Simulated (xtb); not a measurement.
O$_{3}$W, triplet, geometry from GFN2-xTB of the parent state (such geometries of metal compounds can be far from the true shape) (another spin typed on purpose, not shown lowest); GFN0-xTB in xtb.

Here is a job for xtb.
```
$ xtb mol.xyz --gfn 0 --chrg 0 --uhf 2 --json

# file mol.xyz
4

W      0.00000000    -0.00000000     0.00000000
O      1.55326011    -0.32437699    -0.69267094
O     -0.50238238    -0.83765245     1.42953865
O     -1.05087773     1.16202943    -0.73686771
```

Output, abridged:

```
   ID    Z sym.   atoms
    1   74 W      1
    2    8 O      2-4

           -------------------------------------------------
          |                Calculation Setup                |
           -------------------------------------------------

           -------------------------------------------------
          |                 G F N 0 - x T B                 |
           -------------------------------------------------

          ...................................................
          :                      SETUP                      :
          :.................................................:
          :  # basis functions                  22          :
          :  # atomic orbitals                  21          :
          :  # shells                            9          :
          :  # electrons                        24          :
          :  electronic temp.          300.0000000     K    :
          :  accuracy                    1.0000000          :
          :  -> integral cutoff          0.2500000E+02      :
          :  -> integral neglect         0.1000000E-07      :
          ...................................................

         :::::::::::::::::::::::::::::::::::::::::::::::::::::
         ::                     SUMMARY                     ::
         :::::::::::::::::::::::::::::::::::::::::::::::::::::
         :: total energy             -12.352369124003 Eh    ::
         :: gradient norm              0.018495615613 Eh/a0 ::
         :: HOMO-LUMO gap              1.840515561127 eV    ::
         ::.................................................::
         :: H0 energy                -11.830421415903 Eh    ::
         :: repulsion energy           0.047243191032 Eh    ::
         :: electrostat energy        -0.568380673880 Eh    ::
         :: -> Gsolv                   0.000000000000 Eh    ::
         ::    -> Gsasa                0.000000000000 Eh    ::
         ::    -> Gshift               0.000000000000 Eh    ::
         :: dispersion energy         -0.000810225252 Eh    ::
         :: short-range corr.          0.000000000000 Eh    ::
         :: add. restraining           0.000000000000 Eh    ::
         :: total charge              -0.000000000000 e     ::
         :::::::::::::::::::::::::::::::::::::::::::::::::::::

           -------------------------------------------------
          |                Property Printout                |
           -------------------------------------------------

    * Orbital Energies and Occupations

         #    Occupation            Energy/Eh            Energy/eV
      -------------------------------------------------------------
         1        2.0000           -0.6491324             -17.6638
         2        2.0000           -0.6491324             -17.6638
         3        2.0000           -0.6466789             -17.5970
         4        2.0000           -0.4646035             -12.6425
         5        2.0000           -0.4646035             -12.6425
         6        2.0000           -0.4613774             -12.5547
         7        2.0000           -0.4613774             -12.5547
         8        2.0000           -0.4483771             -12.2010
         9        1.9985           -0.4373382             -11.9006
        10        1.8816           -0.4330409             -11.7836
        11        1.8816           -0.4330409             -11.7836
        12        1.2382           -0.4300284             -11.7017
        13        1.0000           -0.3024888              -8.2311 (HOMO)
        14                         -0.2348511              -6.3906 (LUMO)
        15                         -0.2348511              -6.3906
        16                         -0.1108983              -3.0177
        17                         -0.1108983              -3.0177
        18                          0.1157407               3.1495
        19                          0.1780278               4.8444
        20                          0.6099957              16.5988
        21                          0.6099957              16.5988
      -------------------------------------------------------------
                  HL-Gap            0.0676377 Eh            1.8405 eV
             Fermi-level            0.0000000 Eh            0.0000 eV

     #   Z          covCN         q      C6AA      α(0)
     1  74 W        2.489     1.869   287.294    38.928
     2   8 O        0.830    -0.623    26.613     6.922
     3   8 O        0.830    -0.623    26.613     6.922
     4   8 O        0.830    -0.623    26.613     6.922

 Mol. C6AA /au·bohr⁶  :       1008.712303
 Mol. C8AA /au·bohr⁸  :      78586.056040
 Mol. α(0) /au        :         59.693515

Wiberg/Mayer (AO) data.
largest (>0.10) Wiberg bond orders for each atom

 ---------------------------------------------------------------------------
     #   Z sym  total        # sym  WBO       # sym  WBO       # sym  WBO
 ---------------------------------------------------------------------------
     1  74 W    4.174 --     4 O    1.391     2 O    1.391     3 O    1.391
     2   8 O    1.612 --     1 W    1.391     3 O    0.111     4 O    0.111
     3   8 O    1.612 --     1 W    1.391     2 O    0.111     4 O    0.111
     4   8 O    1.612 --     1 W    1.391     3 O    0.111     2 O    0.111
 ---------------------------------------------------------------------------

Topologies differ in total number of bonds
Writing topology from bond orders to xtbtopo.mol

 dipole moment from electron density (au)
     X       Y       Z
  -0.0000   0.0000  -0.0000  total (Debye):    0.000

           -------------------------------------------------
          | TOTAL ENERGY              -12.352369124003 Eh   |
          | GRADIENT NORM               0.018495615613 Eh/α |
          | HOMO-LUMO GAP               1.840515561127 eV   |
           -------------------------------------------------

normal termination of xtb
```
